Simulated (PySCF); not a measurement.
# Radial density of In⁴⁴⁺ (indium, charge +44)

UHF, [He] 2s2 2p1, 2P determinant. Calculation: PySCF 2.14, in an uncontracted even-tempered set (19 s from 19 bohr⁻², ratio 2.2; 12 p from 25 bohr⁻², ratio 2.2; 5 d from 95 bohr⁻², ratio 2.4; 5 f from 140 bohr⁻², ratio 2.4; 4 g from 210 bohr⁻², ratio 2.4); the spin-free X2C one-electron Hamiltonian (Gaussian nucleus).

```csv
r (bohr),4πr²ρ (e/bohr),4πr²(ρα − ρβ)
0.0262,52.25,1.5888
0.0441,27.46,5.0038
0.0742,24.33,9.0444
0.125,22.98,6.3382
0.210,3.909,0.8953
0.353,0.03856,0.0086
```

Densities and radii are taken from the X2C orbitals without a picture-change correction, which distorts them close to the nucleus.

Spin-orbit coupling, absent here, splits the open shell strongly.
